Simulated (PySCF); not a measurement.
Compound: C5H4F3O (doublet state).
Structure used (GFN2-xTB), in Å, numbered top down from 1:
```
atom  x, y, z in Å
C1     2.7200   -0.4838   -0.2586
C2     1.7547    0.2616    0.1469
C3     0.7551    1.0368    0.5943
C4    -0.5573    0.9279    0.1946
F5    -1.5097    1.7254    0.7320
O6    -1.0211    0.0743   -0.7627
C7    -2.1179   -0.6764   -0.4547
F8    -1.7609   -1.7837    0.2423
F9    -2.6589   -1.1077   -1.5960
H10    2.9907   -1.4054    0.2400
H11    3.3178   -0.2380   -1.1262
H12    0.9712    1.8157    1.3138
H13   -2.8880   -0.1461    0.1329
```

The hyperfine couplings belong to this conformer and change with its torsions.

Identity: `C=C=C[C](F)OC(F)F` [radical].

Method used: PySCF, UKS B3LYP, pcH-1 on C F H O, non-relativistic, mean-field spin-orbit, GIAO. One conformer (not necessarily the lowest) at the GFN2-xTB geometry, without solvent, vibrations or thermal averaging. A GFN2-xTB geometry isn't a minimum of the functional, and hyperfine couplings can be far from their values at a DFT geometry. Stability of the SCF solution: not tested. ⟨S²⟩ is 0.775 where a pure state has 0.75.

Question: Give the isotropic g value and a_iso(1H) at H11.

Answer: g_iso = 2.00307 and a = +112.57 MHz, or +4.015 mT (Mulliken spin population +0.05).

Question: For one electron spin and this one nucleus (I = 1/2, g_N = 5.5857), compare first-order, second-order and exact resonance fields at 9.448 GHz.

Answer: First order: B = B0 − a·mI with B0 = 337.001 mT. Second order subtracts a²[I(I+1) − mI²]/(2B0). The exact fields come from the Breit–Rabi levels of H = g μB B Sz − g_N μN B Iz + a S·I.

| mI | first order (mT) | second order (mT) | exact (mT) | exact − first order |
| --- | --- | --- | --- | --- |
| −1/2 | 339.009 | 338.997 | 338.997 | -0.012 |
| +1/2 | 334.993 | 334.981 | 334.981 | -0.012 |

Question: Someone takes the midpoint and the distance of the outer exact lines at face value. What g and a result?

Answer: Their midpoint, 336.989 mT, gives an apparent g of 2.00315 (true 2.00307), and their distance over 2I an apparent |a| of 4.015 mT (true 4.015).

Other couplings of abundant isotopes, left aside here: 1 × 1H 114 MHz, 1 × 19F 101 MHz, 1 × 1H 16 MHz, 2 × 19F 3 MHz.

Class means assume fast exchange of nuclei equivalent by connectivity; if that motion is slow, each nucleus keeps its own coupling. H10 and H11 aren't averaged: C1 is flat or nearly so (angle sum 360°), and its turn about the short C1–C2 bond (1.29 Å) is taken as slow. The 19F value of +3.3 MHz is a mean of couplings from -3.9 to 10.5 MHz in this one geometry, not an average over conformers.
